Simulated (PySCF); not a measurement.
**Correlation energy of Ba⁴³⁺ (barium, charge +43)**

[Ne] 3s2 3p1, 2P determinant. Computed with PySCF 2.14 in an even-tempered Gaussian basis (18 s from 8 bohr⁻², ratio 2.5; 12 p from 10 bohr⁻², ratio 2.5; 4 d from 42 bohr⁻², ratio 2.7; 4 f from 63 bohr⁻², ratio 2.7), with the spin-free X2C one-electron Hamiltonian (Gaussian nucleus). Frozen: 1s2; 11 electrons correlated; the 21 highest virtual orbitals of each spin left out.

```json
{"level": "CCSD", "correlation energy (mhartree)": "-507.99"}
{"level": "(T)", "correlation energy (mhartree)": "-0.91"}
{"level": "CCSD(T)", "correlation energy (mhartree)": "-508.90"}
```

Diagnostics: T1 = 0.00063, D1 = 0.0028, largest double amplitude 0.052.

Spin-orbit coupling, absent here, splits the open shell strongly.

Cost of the coupled-cluster step: of the order of 40 core-seconds, for 11 correlated electrons.

Iterations:

```
CC2 = 0
CCSD nocc = (np.int64(6), np.int64(5)), nmo = (80, 80)
frozen orbitals [[0, 81, 82, 83, 84, 85, 86, 87, 88, 89, 90, 91, 92, 93, 94, 95, 96, 97, 98, 99, 100, 101], [0, 81, 82, 83, 84, 85, 86, 87, 88, 89, 90, 91, 92, 93, 94, 95, 96, 97, 98, 99, 100, 101]]
max_cycle = 100
direct = 0
conv_tol = 1e-08
conv_tol_normt = 1e-06
diis_space = 8
diis_start_cycle = 0
Init t2, MP2 energy = -0.484430555650896
Init E_corr(UCCSD) = -0.484430555651948
cycle = 1  E_corr(UCCSD) = -0.502339047388975  dE = -0.0179084917  norm(t1,t2) = 0.0141137
cycle = 2  E_corr(UCCSD) = -0.506566154078084  dE = -0.00422710669  norm(t1,t2) = 0.00365674
cycle = 3  E_corr(UCCSD) = -0.50799869347187  dE = -0.00143253939  norm(t1,t2) = 0.000976339
cycle = 4  E_corr(UCCSD) = -0.507991761087531  dE = 6.93238434e-06  norm(t1,t2) = 2.78479e-05
cycle = 5  E_corr(UCCSD) = -0.507991812624237  dE = -5.15367069e-08  norm(t1,t2) = 9.21343e-07
cycle = 6  E_corr(UCCSD) = -0.507991792340032  dE = 2.02842058e-08  norm(t1,t2) = 6.92807e-08
cycle = 7  E_corr(UCCSD) = -0.507991794113506  dE = -1.77347403e-09  norm(t1,t2) = 4.79836e-09
UCCSD converged
E(UCCSD) = -6403.922687553054  E_corr = -0.5079917941135057
UCCSD(T) correction = -0.000909357130044875
```

At this charge the one-electron X2C treatment keeps the bare 1/r₁₂, with no two-electron picture change or Breit term. The effect here is smaller than on the frozen 1s shell; and a scalar Hamiltonian misses the large spin-orbit splitting of the p shells, which matters for ns² → np² pairs.
